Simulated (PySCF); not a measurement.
## HoF: from constants to spectrum

LC-ωPBE constants of HoF, quintet, about 10.8 electrons in the 4f shell (Mulliken), real f orbitals that mix terms (PySCF, spin-free X2C with a Gaussian nucleus, basis sets Ho x2c-SVPall, F x2c-SVPall; masses 164.9303 and 18.9984 u):

| Item | Value |
| --- | --- |
| ωe | 550.5 cm⁻¹ |
| ωexe | 2.1 cm⁻¹ |
| Be | 0.24732 cm⁻¹ |
| αe | 0.00134 cm⁻¹ |
| D (centrifugal) | 2e-07 cm⁻¹ |
| De to Ho (4f11 6s2) + F | 5.85 eV |

Q: Give the vibrational terms G(v) and spacings up to v = 6.

A: G(v) = ωe(v+½) − ωexe(v+½)².

```tsv
v	G(v) (cm⁻¹)	G(v) − G(v−1)	Bv (cm⁻¹)
0	274.7		0.2467
1	821.0	546.3	0.2453
2	1363.1	542.1	0.2440
3	1901.0	537.9	0.2426
4	2434.7	533.7	0.2413
5	2964.2	529.5	0.2400
6	3489.5	525.3	0.2386
```

Q: How well does the Morse estimate ωe²/(4ωexe) reproduce De, and what is D0?

A: It gives 4.47 eV, 76 % of the computed De. D0 = De − G(0) = 5.85 − 0.03 = 5.82 eV.

Spin–orbit coupling is left out, which matters for elements this heavy, above all for dissociation energies. The state is the lowest single determinant that the PBE0 search found; with open d or f shells the true ground state can be another one.
